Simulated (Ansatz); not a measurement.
Computed with Ansatz on PBE0-D4/def2-TZVP structures; ΔE is electronic, products minus reactants. CCSD(T)/CBS adds triple-zeta CCSD(T) − MP2 to the extrapolated MP2 energy (def2 sets, frozen cores). This one scheme is used for every species. Elements past krypton have def2 core potentials. For Ge, Te outer-core shells are correlated without core-valence functions, which leaves a few kJ/mol of doubt a bond. Scalar relativity is left out up to krypton. Each species was taken in one conformer, which may not be the lowest.

`C=[C]([GeH3])[TeH]` + `C=N` → `C=N[C](=C)[GeH3]` + H₂Te  (substitution at a C–Te bond)

```
             species  CCSD(T)/CBS(def2) energy (Eh)
`C=[C]([GeH3])[TeH]`                    -2423.50862
               `C=N`                      -94.52360
  `C=N[C](=C)[GeH3]`                    -2249.11765
                H₂Te                     -268.91024
```

(1) Work out ΔE.

Largest T1 diagnostic among the species: 0.013.

Results:

(1) ΔE = (-2249.11765) + (-268.91024) − (-2423.50862) − (-94.52360) = 0.00433 Eh = +11.4 kJ/mol.

In def2-TZVPP, CCSD(T) changes the Hartree–Fock value by +7.8 kJ/mol (the triples alone add +0.2 kJ/mol) and MP2 by +14.5 kJ/mol.
